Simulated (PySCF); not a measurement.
**tetraethylmethane: 4 charge schemes on one density**

Compound: tetraethylmethane, C9H20.
Atom-mapped SMILES: `[CH3:1][CH2:2][C:3]([CH2:4][CH3:5])([CH2:6][CH3:7])[CH2:8][CH3:9]` (hydrogens: H10, H11, H12 on C1; H13, H14 on C2; H15, H16 on C4; H17, H18, H19 on C5; H20, H21 on C6; H22, H23, H24 on C7; H25, H26 on C8; H27, H28, H29 on C9)

Geometry (PBE0-D3(BJ)/def2-SVP, Å), atoms numbered from 1 in this order:
```
atom  x, y, z in Å
C1     2.1044   -1.4880   -0.4733
C2     1.2176   -0.3427   -0.9360
C3     0.0239    0.0249   -0.0306
C4    -0.7054    1.1977   -0.7177
C5    -1.9382    1.7452   -0.0157
C6     0.5037    0.4249    1.3800
C7     1.4522    1.6098    1.4733
C8    -0.9213   -1.1803    0.1517
C9    -1.5379   -1.7653   -1.1091
H10    1.5480   -2.4337   -0.3822
H11    2.5707   -1.2843    0.5032
H12    2.9202   -1.6604   -1.1918
H13    0.8283   -0.5715   -1.9426
H14    1.8366    0.5601   -1.0733
H15   -0.9817    0.8814   -1.7378
H16    0.0199    2.0159   -0.8644
H17   -1.7064    2.1330    0.9883
H18   -2.3747    2.5757   -0.5912
H19   -2.7239    0.9824    0.0989
H20   -0.3853    0.6246    2.0020
H21    0.9789   -0.4557    1.8444
H22    2.3871    1.4383    0.9176
H23    1.7287    1.8026    2.5211
H24    1.0010    2.5347    1.0819
H25   -0.3703   -1.9727    0.6861
H26   -1.7276   -0.8834    0.8436
H27   -2.1534   -1.0296   -1.6496
H28   -2.1917   -2.6157   -0.8621
H29   -0.7751   -2.1362   -1.8112
```

Density: PBE0/pcSseg-1 (PySCF); schemes: Mulliken, IAO, Hirshfeld and ESP-fitted. The structure is a single PBE0-D3(BJ)/def2-SVP conformer in the gas phase; no vibrational or solvent corrections.

Question: Atoms with like bonding are taken together and averaged. Do the Mulliken, IAO, Hirshfeld and ESP-fitted schemes agree on where the charge is highest?

Answer: The schemes don't all agree: Mulliken H10 (×12) (+0.115); IAO H10 (×12) (+0.133); Hirshfeld H10 (×12) (+0.037); ESP-fitted C2/C4/C6/C8 (+0.186).

Question: For which atoms does the sign change between the 4 schemes (beyond +0.03 e in one, beyond −0.03 e in another)?

Answer: C2/C4/C6/C8, C3 and H13 (×8). Atomic charges aren't observables, and each scheme defines them in its own way.

Question: Do the Mulliken, IAO, Hirshfeld and ESP-fitted schemes agree on where the charge is lowest?

Answer: The schemes don't all agree: Mulliken C3 (-0.570); IAO C1/C5/C7/C9 (-0.408); Hirshfeld C1/C5/C7/C9 (-0.115); ESP-fitted C1/C5/C7/C9 (-0.335).

Question: What partial charge does each atom carry?

Answer: In e; atoms taken as equivalent share a row and are averaged (×n: the atom named and its like, n in all):

```csv
atom,environment,Mulliken,IAO,Hirshfeld,ESP-fitted
C1/C5/C7/C9,methyl carbon,-0.253,-0.408,-0.115,-0.335
C2/C4/C6/C8,chain CH2 carbon,-0.175,-0.245,-0.066,+0.186
C3,quaternary sp3 carbon,-0.570,+0.041,+0.024,+0.162
H10 (×12),methyl hydrogen,+0.115,+0.133,+0.037,+0.075
H13 (×8),methylene hydrogen,+0.113,+0.122,+0.032,-0.058
```

Mean size of the charges over all atoms: IAO 0.180 e, Mulliken 0.158 e, ESP-fitted 0.125 e, Hirshfeld 0.050 e. Each set sums to the total charge, 0, to within 0.001 e. The Hirshfeld scheme weights the molecular density at each point by an atom's share of the summed free-atom densities. The Mulliken scheme counts on each atom the diagonal of the density matrix times the overlap matrix over that atom's basis functions.

Some averages cover members that differ in this geometry: C1/C5/C7/C9, ESP-fitted -0.369 to -0.290; C2/C4/C6/C8, ESP-fitted +0.163 to +0.211 e.

Question: How closely do the schemes follow one another over all atoms?

Answer: Correlation coefficient and root-mean-square difference: IAO with Hirshfeld 1.00, 0.149 e; Mulliken with IAO 0.78, 0.130 e; Mulliken with Hirshfeld 0.75, 0.144 e; Hirshfeld with ESP-fitted 0.49, 0.138 e; IAO with ESP-fitted 0.46, 0.193 e; Mulliken with ESP-fitted 0.20, 0.215 e.

Question: How many electrons does the Mulliken scheme count on C5?

Answer: Its own charge is -0.253 e, so Z − q = 6.253.

Question: Sum the charges by element.

Answer: 
```tsv
element	atoms	Mulliken	IAO	Hirshfeld	ESP-fitted
C	9	-2.285	-2.569	-0.702	-0.435
H	20	+2.284	+2.569	+0.703	+0.434
```

These values come from a run that also computed NMR shieldings. On one thread of an Arm Neoverse V1, no GPU, on a shared host, this took 67 s wall.
